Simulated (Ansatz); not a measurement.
## TiCl: state-averaged CASSCF

Program: Ansatz, Gaussian basis, development build. State-averaged CASSCF with equal weights; occupations are averaged over the states; levels count from the state that is lowest in CASSCF. The basis is small, far from the limit. No symmetry is imposed, so a solution can break that of the shape. No proof that the lowest CASSCF solution was found. CASSCF levels without dynamic correlation can be off by over 1 eV. The average may hold one member of a degenerate pair alone.

Geometry: bond length 2.2650 Å.

Basis def2-SVP, nonrelativistic, 10 orbitals frozen in the corrections; active space CAS(9,9). Averaged: 2 quartets.

Question: Give the levels in order.

Answer: 

| state | CASSCF (eV) | SC-NEVPT2 (eV) |
| --- | --- | --- |
| quartet | 0.000 | 0.000 |
| quartet | 0.039 | 0.039 |

Occupations: 1.99, 1.99, 1.98, 1.00, 1.00, 0.51, 0.51, 0.01, 0.01.
